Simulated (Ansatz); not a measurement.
C3H10BN, SMILES B(C)(NC)C. Atoms are numbered in the order given.

```xyz
15

B      0.0761    -0.0048     0.5061
C     -0.0731    -0.7550     1.8951
H     -0.5598    -1.7432     1.8366
H     -0.6508    -0.1347     2.6042
H      0.9187    -0.8934     2.3625
C      0.7513     1.4340     0.4328
H      1.6237     1.4427    -0.2447
H      1.0960     1.7877     1.4167
H      0.0478     2.1904     0.0405
N     -0.3998    -0.6309    -0.6581
C     -0.3769    -0.1464    -2.0222
H     -0.8249    -1.5483    -0.5618
H      0.0934     0.8449    -2.0631
H     -1.3936    -0.0501    -2.4449
H      0.1965    -0.8150    -2.6898
```

Geometry optimised at B3LYP-D3(BJ)/def2-SVP. The values are those of a single conformer.

Two levels are set side by side: PBE-D3(BJ)/def2-SVP (Ansatz, a first-principles code) and B3LYP-D3(BJ)/def2-SVP (Ansatz). Each level has its own optimised geometry; the coordinates shown are those of the second. Differences are taken from unrounded values.

```tsv
quantity	B3LYP-D3(BJ)
mean bond length (Å)	1.213
bond B1–C2 (Å)	1.586
bond B1–C6 (Å)	1.591
bond B1–N10 (Å)	1.405
bond N10–C11 (Å)	1.448
bond C2–H3 (Å)	1.103
bond C2–H4 (Å)	1.105
bond C2–H5 (Å)	1.105
bond C6–H7 (Å)	1.105
bond C6–H8 (Å)	1.101
bond C6–H9 (Å)	1.105
bond N10–H12 (Å)	1.016
bond C11–H13 (Å)	1.098
bond C11–H14 (Å)	1.105
bond C11–H15 (Å)	1.105
```

**Question.** What does PBE-D3(BJ) give, and how far is it from B3LYP-D3(BJ)? (The exact figures need the calculation; the answer reports its results.)

**Answer.** 
| quantity | PBE-D3(BJ) | PBE-D3(BJ) minus B3LYP-D3(BJ) |
|---|---|---|
| mean bond length (Å) | 1.219 | 0.006 |
| bond B1–C2 (Å) | 1.588 | 0.003 |
| bond B1–C6 (Å) | 1.594 | 0.003 |
| bond B1–N10 (Å) | 1.412 | 0.007 |
| bond N10–C11 (Å) | 1.449 | 0.001 |
| bond C2–H3 (Å) | 1.110 | 0.007 |
| bond C2–H4 (Å) | 1.112 | 0.007 |
| bond C2–H5 (Å) | 1.112 | 0.007 |
| bond C6–H7 (Å) | 1.112 | 0.007 |
| bond C6–H8 (Å) | 1.108 | 0.007 |
| bond C6–H9 (Å) | 1.112 | 0.007 |
| bond N10–H12 (Å) | 1.023 | 0.008 |
| bond C11–H13 (Å) | 1.106 | 0.008 |
| bond C11–H14 (Å) | 1.113 | 0.008 |
| bond C11–H15 (Å) | 1.113 | 0.008 |

GGA bonds tend to be longer and softer than those of functionals with exact exchange. Differences between two approximate levels are no errors against the true value.
